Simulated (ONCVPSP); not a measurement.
## Pseudopotential generation for Mn (Z = 25): ONCV, PBE, scalar-relativistic.

ONCVPSP 4.0.1 was run on this input:

```
# ATOM AND REFERENCE CONFIGURATION
# atsym  z   nc   nv     iexc    psfile
  Mn 25.00    3    4        4      upf
#
#   n    l    f
    1    0    2.00
    2    0    2.00
    2    1    6.00
    3    0    2.00
    3    1    6.00
    3    2    5.00
    4    0    1.50
#
# PSEUDOPOTENTIAL AND OPTIMIZATION
# lmax
    2
#
#   l,   rc,      ep,       ncon, nbas, qcut
    0    1.30    0.00    4    8    9.80
    1    0.85    0.00    4    9   11.40
    2    2.05    0.00    4    8    8.50
#
# LOCAL POTENTIAL
# lloc, lpopt,  rc(5),   dvloc0
    4    5    0.65    0.00
#
# VANDERBILT-KLEINMAN-BYLANDER PROJECTORs
# l, nproj, debl
    0    2    0.60
    1    2    0.90
    2    3    1.90
#
# MODEL CORE CHARGE
# icmod, fcfact, rcfact
    3    2.75    1.80
#
# LOG DERIVATIVE ANALYSIS
# epsh1, epsh2, depsh
   -5.00    5.00    0.04
#
# OUTPUT GRID
# rlmax, drl
    6.00    0.01
#
# TEST CONFIGURATIONS
# ncnf
    4
# nvcnf
#   n    l    f
    4
    3    0    2.00
    3    1    6.00
    3    2    5.00
    4    0    2.00
#
    4
    3    0    2.00
    3    1    6.00
    3    2    5.00
    4    0    1.00
#
    4
    3    0    2.00
    3    1    6.00
    3    2    5.00
    4    0    0.00
#
    4
    3    0    2.00
    3    1    6.00
    3    2    4.00
    4    0    0.00
#
```

Command:

```bash
oncvpsp.x < Mn.dat > Mn.out
```

Resulting log (shortened: citation, most of the input echo, consistency checks and plot data are left out):

```
ONCVPSP  (Optimized Norm-Conservinng Vanderbilt PSeudopotential)
scalar-relativistic version 4.0.1

#   n    l    f        energy (Ha)
    1    0    2.00    -2.3642668E+02
    2    0    2.00    -2.7481740E+01
    2    1    6.00    -2.3301402E+01
    3    0    2.00    -3.3001701E+00
    3    1    6.00    -2.1506858E+00
    3    2    5.00    -3.9181107E-01
    4    0    1.50    -3.0795085E-01

Reference configufation results
  iterations    30
  all-electron total energy (Ha)   -1.15817225D+03

Begin loop to  construct optimized pseudo wave functions
and semi-local pseudopoentials for all angular momenta

Calculating optimized projector #   1

 for l=   0

    Fraction of norm inside rc  0.910593
    Optimizing pswf for qcut=   9.80 a_B^-1,  ecut=  48.04 Ha
    Residual kinetic energy error=  1.36D-06 Ha

    Energy error per electron        Cutoff
         Ha          eV             Ha
         0.01000     0.27211       24.70
         0.00100     0.02721       32.85
         0.00010     0.00272       39.09
         0.00001     0.00027       43.80

Calculating optimized projector #   2

 for l=   0

    Fraction of norm inside rc  0.038245
    Optimizing pswf for qcut=   9.80 a_B^-1,  ecut=  48.04 Ha
    Residual kinetic energy error=  8.39D-07 Ha

    Energy error per electron        Cutoff
         Ha          eV             Ha
         0.01000     0.27211       15.26
         0.00100     0.02721       28.22
         0.00010     0.00272       36.41
         0.00001     0.00027       42.39

WARNING wellstate: negative energy specified for n= 4 l=  1
WARNING scattering state with energy  0.25000000
WARNING will be used for the first projector

   Wellstate for l =  1  n =  4
     eigenvalue =   0.2500
     asymptotic potential =   0.7500
     half-point radius =  2.7033

Calculating optimized projector #   1

 for l=   1

    Fraction of norm inside rc  0.493650
    Optimizing pswf for qcut=  11.40 a_B^-1,  ecut=  64.99 Ha
    Residual kinetic energy error=  1.63D-04 Ha

    Energy error per electron        Cutoff
         Ha          eV             Ha
         0.01000     0.27211       22.29
         0.00100     0.02721       52.16
         0.00010     0.00272       83.38
         0.00001     0.00027      340.53

Calculating optimized projector #   2

 for l=   1

    Fraction of norm inside rc  0.053317
    Optimizing pswf for qcut=  11.40 a_B^-1,  ecut=  64.99 Ha
    Residual kinetic energy error=  3.24D-05 Ha

    Energy error per electron        Cutoff
         Ha          eV             Ha
         0.01000     0.27211       17.80
         0.00100     0.02721       26.35
         0.00010     0.00272       56.19
         0.00001     0.00027      159.62

   Wellstate for l =  2  n =  5
     eigenvalue =   1.5082
     asymptotic potential =   2.0082
     half-point radius =  3.9597

   Wellstate for l =  2  n =  6
     eigenvalue =   3.4082
     asymptotic potential =   3.9082
     half-point radius =  3.6769

Calculating optimized projector #   1

 for l=   2

    Fraction of norm inside rc  0.889053
    Optimizing pswf for qcut=   8.51 a_B^-1,  ecut=  36.17 Ha
    Residual kinetic energy error=  1.79D-07 Ha

    Energy error per electron        Cutoff
         Ha          eV             Ha
         0.01000     0.27211       21.75
         0.00100     0.02721       26.07
         0.00010     0.00272       29.37
         0.00001     0.00027       32.32

Calculating optimized projector #   2

 for l=   2

    Fraction of norm inside rc  0.201678
    Optimizing pswf for qcut=   8.51 a_B^-1,  ecut=  36.17 Ha
    Residual kinetic energy error=  3.68D-06 Ha

    Energy error per electron        Cutoff
         Ha          eV             Ha
         0.01000     0.27211       23.22
         0.00100     0.02721       28.16
         0.00010     0.00272       31.91
         0.00001     0.00027       34.88

Calculating optimized projector #   3

 for l=   2

    Fraction of norm inside rc  0.167903
    Optimizing pswf for qcut=   8.51 a_B^-1,  ecut=  36.17 Ha
    Residual kinetic energy error=  5.74D-05 Ha

    Energy error per electron        Cutoff
         Ha          eV             Ha
         0.01000     0.27211       26.79
         0.00100     0.02721       31.61
         0.00010     0.00272       35.30
         0.00001     0.00027       56.09

Construct Vanderbilt / Kleinmman-Bylander projectors

B matrix Hermiticity error, ll=   0
   1   2    2.7413E-04

  Orthonormal projector coefficients  2.2164E+01  2.5840E+00

B matrix Hermiticity error, ll=   1
   1   2    2.8199E-04

  Orthonormal projector coefficients  1.3862E+01  2.0575E+00

B matrix Hermiticity error, ll=   2
   1   2   -1.2727E-04
   1   3    1.7744E-04
   2   3    1.0883E-04

  Orthonormal projector coefficients  1.4362E+01 -3.0241E+00 -2.1636E+00

Model core correction analysis
  based on d2Exc/dn_idn_j

d2excae - all-electron derivatives

   -4.280115D-02   -3.947192D-02   -2.793130D-02   -2.355718D-03
   -3.947221D-02   -3.761792D-02   -2.762827D-02   -2.848247D-03
   -2.793181D-02   -2.762856D-02   -2.537067D-02   -8.627440D-03
   -2.355255D-03   -2.847365D-03   -8.624390D-03   -3.632983D-02

d2excps - pseudofunction derivatives with no core correction

   -4.858823D-02   -4.219313D-02   -2.564278D-02   -3.034206D-03
   -4.219437D-02   -4.017349D-02   -2.684030D-02   -3.165997D-03
   -2.564291D-02   -2.684035D-02   -2.749114D-02   -8.217101D-03
   -3.033909D-03   -3.165199D-03   -8.214087D-03   -3.618017D-02

rms 2nd derivative error    2.129163E-03

rmatch, rhocmatch    0.4548   27.2621

Teter function model core charge with specified parameters

d2excps - pseudofunction derivatives with core correction

   -3.741184D-02   -3.552236D-02   -2.419242D-02   -2.192930D-03
   -3.552236D-02   -3.473968D-02   -2.550703D-02   -2.687615D-03
   -2.419233D-02   -2.550693D-02   -2.730035D-02   -8.102649D-03
   -2.192471D-03   -2.686772D-03   -8.099639D-03   -3.611676D-02

rms 2nd derivative error    2.621038E-03

Pseudoatom total energy -101.274589

Diagnostic tests using Vanderbilt-Kleinman-Bylander pseudopotentials
  1 or more projectors used as specified by nproj input data

   l    rcore       rmatch      e in        delta e   norm test  slope test

   0   1.3034317   1.3430067  -3.3001701   0.0000000   1.0001570   1.0001539
   0   1.3034317   1.3430067  -0.3079509   0.0000059   1.0000509   1.0000435

   1   0.8523768   0.8782568  -2.1506858  -0.0000448   1.0001550   1.0002379
   1   0.8523768   0.8782568   0.2500000   0.0000268   1.0004014   1.0004014

   2   2.0536896   2.1160441  -0.3918111  -0.0000008   1.0000855   1.0000917
   2   2.0536896   2.1160441   1.5081889   0.0000194   1.0001228   1.0001228
   2   2.0536896   2.1160441   3.4081889   0.0000012   1.0002256   1.0002256

 Testing for bound ghosts
   n   l    E NL Schr. Eq   E Basis Diag.   E Cutoff

   1   0       -3.300170       -3.300164    155.17
   2   0       -0.307945       -0.144973    155.17

   2   1       -2.150731       -2.140146    542.42

   3   2       -0.391812       -0.391587    105.24

 Testing for highly-localized positive-energy ghosts
       l    <radius>/rc     E Basis Diag.   E Cutoff

       0        0.833130       10.131100    155.17  WARNING - GHOST(+)

       2        0.872148       45.516766    105.24  WARNING - GHOST(+)

Test configuration 0

   n   l     f        eae           eps        diff
   1   0  2.0000 -236.42668247
   2   0  2.0000  -27.48174009
   2   1  6.0000  -23.30140250
   3   0  2.0000   -3.30017013   -3.30017013    0.00D+00
   3   1  6.0000   -2.15068578   -2.15073055   -4.48D-05
   3   2  5.0000   -0.39181107   -0.39181191   -8.39D-07
   4   0  1.5000   -0.30795085   -0.30794494    5.91D-06

    Total energies and differences
      AE_ref= -1.15817225D+03  AE_tst= -1.15817225D+03  dif=  0.00D+00
      PS_ref= -1.01274589D+02  PS_tst= -1.01274589D+02  dif=  3.41D-13
      PSP excitation error= -3.41D-13

Test configuration 1

   n   l     f        eae           eps        diff
   1   0  2.0000 -236.28156533
   2   0  2.0000  -27.33959878
   2   1  6.0000  -23.15901013
   3   0  2.0000   -3.15601129   -3.15548273    5.29D-04
   3   1  6.0000   -2.00626481   -2.00597640    2.88D-04
   3   2  5.0000   -0.24883309   -0.24831031    5.23D-04
   4   0  2.0000   -0.18768735   -0.18774467   -5.73D-05

    Total energies and differences
      AE_ref= -1.15817225D+03  AE_tst= -1.15829576D+03  dif= -1.24D-01
      PS_ref= -1.01274589D+02  PS_tst= -1.01398123D+02  dif= -1.24D-01
      PSP excitation error=  2.59D-05

Test configuration 2

   n   l     f        eae           eps        diff
   1   0  2.0000 -236.58646210
   2   0  2.0000  -27.63769634
   2   1  6.0000  -23.45768062
   3   0  2.0000   -3.45823770   -3.45901939   -7.82D-04
   3   1  6.0000   -2.30896586   -2.30953527   -5.69D-04
   3   2  5.0000   -0.54785911   -0.54854928   -6.90D-04
   4   0  1.0000   -0.43650685   -0.43644701    5.98D-05

    Total energies and differences
      AE_ref= -1.15817225D+03  AE_tst= -1.15798646D+03  dif=  1.86D-01
      PS_ref= -1.01274589D+02  PS_tst= -1.01088801D+02  dif=  1.86D-01
      PSP excitation error=  5.78D-07

Test configuration 3

   n   l     f        eae           eps        diff
   1   0  2.0000 -236.94529016
   2   0  2.0000  -27.98656573
   2   1  6.0000  -23.80738106
   3   0  2.0000   -3.81096504   -3.81430978   -3.34D-03
   3   1  6.0000   -2.66172490   -2.66417241   -2.45D-03
   3   2  5.0000   -0.89366356   -0.89641019   -2.75D-03

    Total energies and differences
      AE_ref= -1.15817225D+03  AE_tst= -1.15741322D+03  dif=  7.59D-01
      PS_ref= -1.01274589D+02  PS_tst= -1.00515534D+02  dif=  7.59D-01
      PSP excitation error= -2.28D-05

Test configuration 4

   n   l     f        eae           eps        diff
   1   0  2.0000 -237.63747944
   2   0  2.0000  -28.70325357
   2   1  6.0000  -24.52193477
   3   0  2.0000   -4.47717876   -4.46989764    7.28D-03
   3   1  6.0000   -3.31818261   -3.31151715    6.67D-03
   3   2  4.0000   -1.51418555   -1.49955606    1.46D-02

    Total energies and differences
      AE_ref= -1.15817225D+03  AE_tst= -1.15621816D+03  dif=  1.95D+00
      PS_ref= -1.01274589D+02  PS_tst= -9.93245976D+01  dif=  1.95D+00
      PSP excitation error=  4.10D-03
```

The run took about 3.3 s on one core of a shared server CPU.
